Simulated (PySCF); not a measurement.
C₇H₁₃As.
Structure used (PBE0-D3(BJ)/def2-SVP), in Å, numbered top down from 1:
```
atom  x, y, z in Å
C1     2.9068    1.0385   -0.5247
C2     2.6279    0.0326    0.3106
C3     1.4742   -0.8938    0.1822
As4    0.1030   -0.5236    1.5899
C5    -1.3717   -1.5824    0.7584
C6    -2.3734   -0.5745    0.1926
C7    -1.6064    0.6297   -0.3469
C8    -0.6518    1.1027    0.7441
H9     2.2958    1.2225   -1.4147
H10    3.7566    1.7044   -0.3554
H11    3.2688   -0.1121    1.1896
H12    1.0018   -0.8195   -0.8092
H13    1.7813   -1.9403    0.3415
H14   -0.9362   -2.2079   -0.0368
H15   -1.8238   -2.2579    1.4987
H16   -3.0146   -1.0318   -0.5791
H17   -3.0484   -0.2355    0.9977
H18   -1.0334    0.3297   -1.2417
H19   -2.2896    1.4327   -0.6709
H20   -1.1877    1.6638    1.5261
H21    0.1658    1.7430    0.3794
```

The calculation used PySCF, PBE0-D3(BJ)/def2-SVP geometry optimisation, gas phase.

Take the most abundant isotopes and a rigid rotor. The values belong to one conformer with, in the numbering `[CH2:1]=[CH:2][CH2:3][As:4]1[CH2:5][CH2:6][CH2:7][CH2:8]1`, C1–C2–C3–As4 -108°, C2–C3–As4–C5 166°, C3–As4–C5–C6 -107°, As4–C5–C6–C7 36°, C5–C6–C7–C8 -51°, C6–C7–C8–As4 40°.

(1) Give the principal moments of inertia and the rotational constants in GHz.

(2) Classify the top.

(3) Is it planar, by Δ = Ic − Ia − Ib?

(4) Give the other two planar moments, Paa and Pbb, and the rms extents of the mass along the axes.

(5) Which lines would a microwave search look for?

(6) Estimate the classical rotational partition function at 10 K, 200 K and 298.15 K.

Answers

(1) Ia = 214.83, Ib = 478.90, Ic = 565.08 u·Å²; 505379 MHz·u·Å²/I gives 2352, 1055 and 894.3 MHz, that is A = 2.3525, B = 1.0553, C = 0.8943 GHz.

(2) An asymmetric top; Ray's κ = -0.779.

(3) Not planar: Δ = Ic − Ia − Ib = -128.65 u·Å². For a rigid frame Δ = −2 Σ m c², so Σ m c² = 64.33 u·Å² lies off the ab plane: 18.38 from hydrogen and 45.95 from heavier atoms. The atom farthest from that plane is 1.98 Å away.

(4) Paa = Σ m a² = (Ib + Ic − Ia)/2 = 414.58 and Pbb = Σ m b² = (Ia + Ic − Ib)/2 = 150.50 u·Å². With the mass M = 172.02 u, the rms extents √(P/M) along a, b and c are 1.55, 0.94, 0.61 Å.

(5) The dipole components are |μa| = 0.59 D, |μb| = 0.71 D, |μc| = 0.65 D. Intensities carry the squares of the components, which stand as 0.70 : 1.00 : 0.83 (a : b : c). Some lines, for components of 0.1 D or more:

| type | branch | J(Ka,Kc) | MHz | lower level (cm⁻¹) |
| --- | --- | --- | --- | --- |
| c | Q | 2(1,2) ← 2(0,2) | 1150 | 0.195 |
| c | Q | 1(1,1) ← 1(0,1) | 1297 | 0.065 |
| b | Q | 1(1,0) ← 1(0,1) | 1458 | 0.065 |
| c | R | 1(1,0) ← 0(0,0) | 3408 | 0.000 |
| c | Q | 3(2,2) ← 3(1,2) | 3659 | 0.452 |
| a | R | 2(0,2) ← 1(0,1) | 3885 | 0.065 |
| a | R | 3(2,2) ← 2(2,1) | 5849 | 0.379 |
| a | R | 3(2,1) ← 2(2,0) | 5904 | 0.379 |
| b | R | 3(1,3) ← 2(0,2) | 6749 | 0.195 |
| c | R | 2(2,0) ← 1(1,0) | 7966 | 0.114 |
| b | R | 3(2,2) ← 2(1,1) | 9740 | 0.249 |
| b | R | 3(2,1) ← 2(1,2) | 10293 | 0.233 |
| b | R | 3(3,1) ← 2(2,0) | 12731 | 0.379 |
| c | R | 3(3,0) ← 2(2,0) | 12732 | 0.379 |
| b | R | 3(3,0) ← 2(2,1) | 12746 | 0.379 |

(6) Point group C1, symmetry number σ = 1; q = (√π/σ)·√((kT/h)³/(ABC)), k/h = 20836.6 MHz/K: 3580 at 10 K, 320000 at 200 K, 582000 at 298.15 K.

No frequency check. Zero-point vibration and centrifugal distortion are left out. Quadrupole hyperfine structure (75As) is left out.

Cost: about 3 min of CPU time on one thread; the machine was shared, so the figure is rough. This is the geometry optimisation.
